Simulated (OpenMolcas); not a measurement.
V3+ among 4 point charges of -2 e arranged as a tetrahedron (Td), 2.1 Å from the ion.

```yaml
Program: OpenMolcas
Method: "SS-CASPT2, IPEA 0.25 Eh, imaginary shift 0.1 Eh (closed shells correlated: 3s 3p)"
Basis: ANO-RCC-VDZP [5s4p2d1f]
Scalar_Hamiltonian: DKH2, point nucleus
Active_space: 2 electrons in 5 orbitals (3d)
State_averaging: 2S+1 = 3 even, 10 roots; 2S+1 = 1 even, 15 roots
Spin-orbit_coupling: RASSI with atomic mean-field integrals over the reference wave functions
```

What is the spin-free ground state (labels of Td)?

3A2, 1-fold in its orbital part, 100 % from free-ion F terms; it has the highest spin that d2 allows.

Where is the first state of the same spin?

3T2 at 1020 cm-1 above the ground state.

What are the lowest two levels with spin-orbit coupling?

A 3-fold level T2, then a 1-fold level A2 1010 cm-1 above it. Their leading multiplicities are 3 (100 %) and 3 (100 %).

What is χT at 300 K, and how does it compare with the textbook value?

The lowest level has 2S+1 = 3, for which the spin-only value is χT = S(S+1) / 2 = 1.000 cm3 K/mol (g = 2). The computed 0.856 at 300 K differs by -0.144, through orbital momentum, spin-orbit coupling and any other state in reach.

Roots that are degenerate in the reference are averaged as groups; the widest CASPT2 spread within a group is 470 cm-1 (the 3-fold group of multiplicity 1 near 20300 cm-1 above the lowest state of its run). Shifts and gaps below about the spread of the groups concerned are not significant. The ground term spreads over less than 5000 cm-1, several times less than with real ligands, so orbital moments are less quenched and χT lies further from the spin-only value than at real sites. Free-ion shares, where given, are those of the reference states; single-state CASPT2 does not remix them. This is an electrostatic model: the charges have no orbitals. No measured value stands beside these numbers.
